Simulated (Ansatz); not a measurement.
The first iterations of a band of BH8NOSi (12 atoms, charge 0, multiplicity 1).

The calculation used RKS PBE-D4/6-31G* in Ansatz 0.2.0.

```
movable images  : 5
climbing image  : yes
spring          : 5.0 eV/Å²
optimiser       : quadratic models (default)
start path      : through a guess of the saddle point
force threshold : 0.2 eV/Å
iteration limit : 60
end points      : relaxed
```

First end point:

```xyz
12
Properties=species:S:1:pos:R:3
B 0.007 0.160 0.415
O -0.804 0.032 1.595
H -1.744 0.116 1.355
H 1.053 -0.468 0.466
H -0.573 0.118 -0.672
N 0.593 1.811 0.477
H 1.506 1.878 0.006
Si -0.660 2.895 -0.255
H -0.505 2.775 -1.733
H -1.992 2.429 0.224
H -0.445 4.320 0.166
H 0.746 1.974 1.481
```

Last end point:

```xyz
12
Properties=species:S:1:pos:R:3
B 0.406 0.454 0.092
O -0.613 -0.222 1.621
H -1.487 -0.408 1.217
H 1.415 -0.189 0.259
H -0.382 0.115 -0.769
N 0.444 1.888 0.412
H 1.293 2.227 0.870
Si -0.555 3.092 -0.374
H -1.959 2.566 -0.454
H -0.556 4.349 0.453
H -0.127 3.472 -1.766
H -0.698 0.699 1.964
```

| iteration | highest image above the first end (eV) | largest band force component (eV/Å) |
| --- | --- | --- |
| 1 | 8.455 | 41.086 |
| 2 | 2.660 | 4.545 |
| 3 | 1.585 | 2.785 |

Does the band converge within its limit, and where does its top end?

The forces met the threshold. It ended after 9 iterations with the highest image 0.818 eV above the first end. The threshold of 0.2 eV/Å is loose, so the images may lie well off the minimum-energy path. The order of the point at the top wasn't checked. The orbitals stay closed-shell, which can raise the energy where a bond breaks towards radicals; this wasn't checked here.

Time of the run: 65 s on 1 thread of AMD EPYC 9R45 96-Core Processor (Zen 5), on a shared host, peak memory 0.14 GiB.
